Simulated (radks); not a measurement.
Ta36+, configuration [Kr] 4d1. Calculated with a radial shooting solver on a logarithmic mesh with Libxc functionals: Dirac Kohn-Sham, PBE, spin-unpolarised, spherical densities, finite nucleus; open shells fill j = l - 1/2 first; Fermi nuclear charge, rms radius 5.3507 fm.

Unscreened Slater integrals over Kohn-Sham orbitals (hartree). Large and small components are both included. Empty in this configuration: 4d5/2.

F0(4d3/2,4d3/2): 2.1220
F2(4d3/2,4d3/2): 1.0796
F0(4d3/2,4p3/2): 2.0922
F2(4d3/2,4p3/2): 1.0685
G1(4d3/2,4p3/2): 1.3056
G3(4d3/2,4p3/2): 0.84205
F0(4d3/2,4p1/2): 2.1459
G1(4d3/2,4p1/2): 1.3804
F0(4d3/2,4s1/2): 2.1387
G2(4d3/2,4s1/2): 1.0593
F0(4d3/2,4d5/2): 2.1069
F2(4d3/2,4d5/2): 1.0728
G2(4d3/2,4d5/2): 1.0680
G4(4d3/2,4d5/2): 0.72849
F0(4p3/2,4p3/2): 2.0705
F2(4p3/2,4p3/2): 1.0780
F0(4p3/2,4p1/2): 2.1206
G2(4p3/2,4p1/2): 1.0832
F0(4p3/2,4s1/2): 2.1139
G1(4p3/2,4s1/2): 1.4203
F0(4p3/2,4d5/2): 2.0781
F2(4p3/2,4d5/2): 1.0640
G1(4p3/2,4d5/2): 1.3123
G3(4p3/2,4d5/2): 0.84444
F0(4p1/2,4p1/2): 2.1766
F0(4p1/2,4s1/2): 2.1686
G1(4p1/2,4s1/2): 1.4539
F0(4p1/2,4d5/2): 2.1303
G3(4p1/2,4d5/2): 0.87285
F0(4s1/2,4s1/2): 2.1621
F0(4s1/2,4d5/2): 2.1234
G2(4s1/2,4d5/2): 1.0567
F0(4d5/2,4d5/2): 2.0922
F2(4d5/2,4d5/2): 1.0668
F4(4d5/2,4d5/2): 0.72750
